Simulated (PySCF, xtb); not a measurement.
HfFH3, SMILES [F][HfH3], multiplicity 1.

GFN2-xTB (xtb) at its own geometry gives an orbital gap of 5.40 eV and a dipole moment of 2.83 D.

The structure is a stationary point at r2SCAN-D4/def2-TZVP. The spin state was assumed, not searched. The structure was generated by enumeration; whether it is a known compound was not checked. The def2 effective core potentials stand for the cores of Hf; spin–orbit coupling is left out.

What does PySCF with M06-2X/def2-TZVPD give? (The exact figures need the calculation; the answer reports its results.)

gap 8.47 eV (levels -9.74 and -1.27 eV), dipole 0.78 D.
